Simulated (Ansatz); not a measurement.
Basis sets compared for Ru2Br6 (the lowest singlet isomer of a short search). Charge 0, multiplicity 1. Geometry PBE-D4/def2-SVP. Ansatz on 4 threads of Arm Neoverse V2 on a shared host; times are rough, and most runs start from earlier orbitals.

```xyz
8

Ru   -0.360   -0.865   -0.538
Ru    0.374    0.864    0.528
Br    2.740    0.896    0.543
Br    0.387   -2.856    0.499
Br   -2.725   -0.878   -0.524
Br    0.393   -0.846   -2.781
Br   -0.403    2.853   -0.489
Br   -0.406    0.830    2.761
```

In the def2 sets Ru takes a core potential; there is no spin–orbit coupling. The restricted singlet is unstable towards broken spin symmetry in Hartree–Fock (as tested in another run); at PBE-D4/def2-SVP, PBE-D4/def2-TZVP, PBE0-D4/def2-SVP, PBE0-D4/def2-TZVP this wasn't settled. The order of the spin states hangs on the level: the quintet lies 0.26 eV below the singlet at PBE0-D4/def2-SVP, but 0.00 eV above it at PBE-D4/def2-SVP. The structure comes from a short search, and lower isomers may exist.

Binding counts from free atoms (Ru quintet, Br doublet) in the same basis, without a counterpoise term.

```csv
level,functions,energy (Eh),HOMO (eV),LUMO (eV),binding per atom (eV),wall time
PBE-D4/def2-SVP,254,-15630.8902,-6.06,-5.48,2.93,9 s
PBE0-D4/def2-SVP,254,-15631.2499,-7.41,-5.25,–,26 s
```

Estimate the rows for PBE-D4/def2-TZVP, PBE0-D4/def2-TZVP.


| level | functions | energy (Eh) | HOMO (eV) | LUMO (eV) | binding per atom (eV) | wall time |
| --- | --- | --- | --- | --- | --- | --- |
| PBE-D4/def2-TZVP | 368 | -15632.8127 | -6.13 | -5.55 | 2.90 | 15 s |
| PBE0-D4/def2-TZVP | 368 | -15633.1740 | -7.42 | -5.24 | 2.43 | 69 s |
